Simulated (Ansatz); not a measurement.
Start from `C=CN[SiH3]` and change one atom or group to get `C=C[NH][InH2]`.

Ansatz, PBE0-D4/def2-TZVP geometries, multiplicity 1. Each molecule was computed in one conformer, which needn't be the lowest.

Elements past krypton have def2 core potentials.

```tsv
property	`C=CN[SiH3]`
HOMO–LUMO gap (PBE/def2-TZVPP) / eV	4.52
size of the dipole moment (B3LYP/def2-TZVPP) / D	0.78
LUMO energy (ωB97M-V/def2-TZVPP) / eV	1.93
HOMO–LUMO gap (ωB97M-V/def2-TZVPP) / eV	10.28
HOMO energy (ωB97M-V/def2-TZVPP) / eV	-8.35
HOMO–LUMO gap (B3LYP/def2-TZVPP) / eV	6.03
```

Question: Give the same properties after the change, and the shifts. (Best estimate.)

Answer: Ansatz gave: 
| property | `C=C[NH][InH2]` | shift |
| --- | --- | --- |
| HOMO–LUMO gap (PBE/def2-TZVPP) / eV | 2.43 | -2.09 |
| size of the dipole moment (B3LYP/def2-TZVPP) / D | 1.46 | 0.68 |
| LUMO energy (ωB97M-V/def2-TZVPP) / eV | -0.13 | -2.06 |
| HOMO–LUMO gap (ωB97M-V/def2-TZVPP) / eV | 7.72 | -2.56 |
| HOMO energy (ωB97M-V/def2-TZVPP) / eV | -7.85 | 0.50 |
| HOMO–LUMO gap (B3LYP/def2-TZVPP) / eV | 3.68 | -2.35 |

With PBE0 the HOMO rises by 0.45 eV and the LUMO falls by 1.90 eV, so the gap narrows by about 2.35 eV. PBE moves the HOMO by 0.34 eV and ωB97M-V by 0.50 eV. The zero-point energy changes by -35.6 kJ/mol with -3 modes. Dipoles are sizes alone; their direction can turn.

B3LYP here is the variant with VWN-RPA as its local correlation; programs differ in this.
